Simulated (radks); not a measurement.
Ionisation of the chromium ion Cr+, [Ar] 3d5, to [Ar] 3d4 as the strength of local exchange is varied. Calculated with a radial shooting solver on a logarithmic mesh with Libxc functionals: scalar-relativistic Kohn-Sham, Slater X-alpha exchange (alpha = 2/3 is LDA exchange), no correlation, spin-polarised, spherical densities, point nucleus; open shells are filled with parallel spins first.

[
 {"alpha": "0.653", "E(Cr+) (hartree)": "-1045.55357", "exchange (hartree)": "-43.67258", "IE (eV)": "16.198", "-e of the level emptied (eV)": "10.082 (3d)", "<r> of it (bohr)": "1.416"},
 {"alpha": "0.665", "E(Cr+) (hartree)": "-1046.35689", "exchange (hartree)": "-44.51167", "IE (eV)": "16.403", "-e of the level emptied (eV)": "10.245 (3d)", "<r> of it (bohr)": "1.408"},
 {"alpha": "0.667", "E(Cr+) (hartree)": "-1046.49084", "exchange (hartree)": "-44.65164", "IE (eV)": "16.437", "-e of the level emptied (eV)": "10.273 (3d)", "<r> of it (bohr)": "1.406"},
 {"alpha": "0.741", "E(Cr+) (hartree)": "-1051.45992", "exchange (hartree)": "-49.85619", "IE (eV)": "17.744", "-e of the level emptied (eV)": "11.325 (3d)", "<r> of it (bohr)": "1.360"},
 {"alpha": "0.851", "E(Cr+) (hartree)": "-1058.89261", "exchange (hartree)": "-57.68373", "IE (eV)": "19.825", "-e of the level emptied (eV)": "13.039 (3d)", "<r> of it (bohr)": "1.298"},
 {"alpha": "0.911", "E(Cr+) (hartree)": "-1062.97001", "exchange (hartree)": "-61.99877", "IE (eV)": "21.029", "-e of the level emptied (eV)": "14.050 (3d)", "<r> of it (bohr)": "1.267"},
 {"alpha": "0.938", "E(Cr+) (hartree)": "-1064.81017", "exchange (hartree)": "-63.95094", "IE (eV)": "21.587", "-e of the level emptied (eV)": "14.523 (3d)", "<r> of it (bohr)": "1.254"},
 {"alpha": "0.959", "E(Cr+) (hartree)": "-1066.24368", "exchange (hartree)": "-65.47373", "IE (eV)": "22.028", "-e of the level emptied (eV)": "14.898 (3d)", "<r> of it (bohr)": "1.244"}
]

NIST Atomic Spectra Database: 16.486 eV (measured). The Delta-SCF value meets it near alpha = 0.67. Open shells are spherical and high-spin; term and fine-structure splittings are not resolved.
